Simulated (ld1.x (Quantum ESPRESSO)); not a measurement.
**Logarithmic derivatives: nitrogen (N), PAW**

- Element: N
- Generator: ld1.x (Quantum ESPRESSO) 7.5
- Type: PAW
- Functional: PBE
- Relativity: non-relativistic
- Frozen core: [He]
- Valence charge: 5
- Reference configuration: 2s2 2p2 (charge +1)
- Partial waves: 2s (bound): rcut 0.80, rcutus 1.00 bohr; 2s channel at 0.8 Ry: rcut 0.80, rcutus 1.00 bohr; 2p (bound): rcut 1.50, rcutus 1.95 bohr; 2p channel at 2.65 Ry: rcut 1.50, rcutus 1.95 bohr; 3d channel at 0.3 Ry: rcut 1.50, rcutus 2.00 bohr
- Local potential: all-electron potential smoothed inside 1.70 bohr (lloc = -1)
- Core correction: Bessel-smoothed model core, default radius (core density twice the valence density)
- Augmentation charge: PSQ, inside the norm-conserving radii

The phase is arctan(r·u′/u) with u = r·R(r), unwrapped; energies in Ry, scanned from -4 to 5 Ry. A pole is an energy at which the radial function vanishes at the test radius. The pseudo phase is shifted by a multiple of π to meet the all-electron one at the reference energy, and phase errors are pseudo minus all-electron; the curves can meet again beyond the range given. Levels narrower than the energy grid can be missing from the lists of poles.

```
channel  radius (bohr)  reference energy (Ry)  poles, all-electron  poles, pseudo  unbroken range about the reference energy with phases within 0.05 rad  phase error 1 Ry above the reference energy (rad)
      s           2.19                  -2.38                -1.98          -1.98                                                        the whole range                                             -0.000
      p           2.19                  -1.52                -1.10          -1.08                                                              below 1.1                                             +0.017
      d           2.19                   0.30                 3.48           3.53                                                        the whole range                                             +0.002
```

Phases in the p channel:

| E (Ry) | all-electron | pseudo |
| --- | --- | --- |
| -4.00 | 1.297 | 1.309 |
| -3.52 | 1.265 | 1.279 |
| -3.04 | 1.216 | 1.232 |
| -2.56 | 1.124 | 1.145 |
| -2.08 | 0.851 | 0.881 |
| -1.60 | -0.812 | -0.810 |
| -1.12 | -1.559 | -1.550 |
| -0.64 | -1.729 | -1.714 |
| -0.16 | -1.836 | -1.814 |
| 0.32 | -1.948 | -1.919 |
| 0.80 | -2.112 | -2.072 |
| 1.28 | -2.429 | -2.372 |
| 1.76 | -3.112 | -3.058 |
| 2.24 | -3.881 | -3.873 |
| 2.72 | -4.259 | -4.259 |
| 3.20 | -4.436 | -4.432 |
| 3.68 | -4.536 | -4.527 |
| 4.16 | -4.602 | -4.587 |
| 4.64 | -4.649 | -4.629 |
